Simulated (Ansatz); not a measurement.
A run for Ansatz (a quantum-chemistry and plane-wave program): U-r2SCAN/def2-TZVPP on O (SMILES [O]).

Ansatz 0.2 input:
```yaml
crystal:
  periodic: [false, false, false]
  atoms:
    - {symbol: O, position_ang: [0.00000000, 0.00000000, 0.00000000]}
basis:
  gaussian:
    orbitals: def2-TZVPP
hamiltonian:
  xc: {name: r2SCAN}
magnetization: {spin_polarized: true, initial_magnetization: 2}
```

**Question.** Give the final energy of this run.

**Answer.** -75.0586 hartree.
